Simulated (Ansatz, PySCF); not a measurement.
YCl₃, SMILES [Cl][Y]([Cl])[Cl]. Atoms are numbered in the order given.

```xyz
4

Y      0.0000     0.0000     0.2412
Cl     2.1201    -1.2240     0.2433
Cl    -2.1201    -1.2240     0.2433
Cl     0.0000     2.4481     0.2433
```
Charge 0, spin multiplicity 1.

Coordinates come from a B3LYP-D3(BJ)/def2-SVP optimisation. The isomer is the one that the SMILES or the coordinates give; other isomers of the formula were not compared. The def2 effective core potentials stand for the cores of Y; spin–orbit coupling is left out.

Two levels are set side by side: PBE-D3(BJ)/def2-SVP (Ansatz, a first-principles code) and B3LYP-D3(BJ)/def2-SVP (Ansatz). Each level has its own optimised geometry; the coordinates shown are those of the second. Frequencies come from the Hessian of PySCF at each geometry. Differences are taken from unrounded values.

```tsv
quantity	B3LYP-D3(BJ)
mean bond length (Å)	2.448
bond Y1–Cl2 (Å)	2.448
bond Y1–Cl3 (Å)	2.448
bond Y1–Cl4 (Å)	2.448
highest harmonic wavenumber (cm⁻¹)	392
mean harmonic wavenumber (cm⁻¹)	221
zero-point energy (kcal/mol)	1.89
```

Q: What does PBE-D3(BJ) give, and how far is it from B3LYP-D3(BJ)? (An estimate is asked for; the answer gives what the named calculation found.)

A: 
| quantity | PBE-D3(BJ) | PBE-D3(BJ) minus B3LYP-D3(BJ) |
|---|---|---|
| mean bond length (Å) | 2.443 | -0.005 |
| bond Y1–Cl2 (Å) | 2.443 | -0.005 |
| bond Y1–Cl3 (Å) | 2.443 | -0.005 |
| bond Y1–Cl4 (Å) | 2.443 | -0.005 |
| highest harmonic wavenumber (cm⁻¹) | 388 | -4 |
| mean harmonic wavenumber (cm⁻¹) | 217 | -4 |
| zero-point energy (kcal/mol) | 1.86 | -0.03 |

On these quantities the two levels nearly agree.
